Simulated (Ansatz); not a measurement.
Consider the redistribution: `CBOC(=O)O` + `OBC[SiH3]` → `CBCBO` + `O=C(O)O[SiH3]`.

Computed with Ansatz on PBE0-D4/def2-TZVP structures; ΔE is electronic, products minus reactants. CCSD(T)/CBS adds triple-zeta CCSD(T) − MP2 to the extrapolated MP2 energy (def2 sets, frozen cores). DFT in def2-TZVPP. B3LYP here is the variant with VWN-RPA as its local correlation; programs differ in this. Each species was taken in one conformer, which may not be the lowest.

`CBOC(=O)O`:

```xyz
11

C    -1.905   -0.631   -0.375
B    -0.374   -0.637   -0.128
O     0.249    0.579    0.076
C     1.545    0.669    0.423
O     2.200   -0.176    0.954
O     1.975    1.889    0.101
H    -2.355    0.362   -0.357
H    -2.130   -1.109   -1.334
H    -2.397   -1.258    0.378
H     0.296   -1.625   -0.127
H     2.896    1.936    0.388
```

`OBC[SiH3]`:

Cartesian coordinates in Å:
```
O 0.086 2.195 0.207
B 0.615 1.077 -0.354
C -0.334 -0.086 -0.750
Si -0.386 -1.397 0.596
H 0.748 2.845 0.449
H 1.809 1.000 -0.498
H 0.020 -0.598 -1.651
H -1.361 0.256 -0.909
H -1.247 -2.537 0.180
H 0.979 -1.923 0.870
H -0.929 -0.832 1.859
```

`CBCBO`:

Cartesian coordinates in Å:
```
C 1.547 0.396 -1.085
B 0.149 0.812 -0.537
C -0.395 0.372 0.852
B -1.524 -0.696 0.612
O -1.362 -2.014 0.881
H 2.072 -0.364 -0.502
H 2.174 1.300 -1.087
H 1.504 0.085 -2.134
H -0.551 1.502 -1.229
H -0.914 1.226 1.308
H 0.386 -0.002 1.522
H -2.590 -0.392 0.155
H -0.497 -2.224 1.243
```

`O=C(O)O[SiH3]`:

Z-matrix (Å, degrees):
```
Si
O 1 1.693
H 1 1.479 2 102.7
H 1 1.479 2 110.1 3 -118.2
H 1 1.479 2 110.1 3 118.2
C 2 1.322 1 117.1 3 180.0
O 6 1.331 2 110.3 1 -180.0
O 6 1.204 2 124.8 1 0.0
H 7 0.965 6 106.4 2 180.0
```

| level | ΔE (kJ/mol) | difference from CCSD(T)/CBS |
| --- | --- | --- |
| B3LYP-D4 | 29.3 | 2.1 |
| ωB97X-V | 28.1 | 0.9 |
| ωB97M-V | 28.6 | 1.4 |
| B2PLYP | 29.0 | 1.8 |
| r2SCAN | 28.7 | 1.5 |
| MP2/def2-TZVPP | 26.4 | -0.8 |
| CCSD/def2-TZVPP | 28.4 | 1.2 |
| HF/def2-QZVPP | 26.0 | -1.2 |
| SCS-MP2/def2-QZVPP | 24.9 | -2.3 |
| MP2/CBS(def2) | 24.5 | -2.7 |
| CCSD(T)/CBS | 27.2 | 0 |

Largest T1 diagnostic among the species: 0.014.
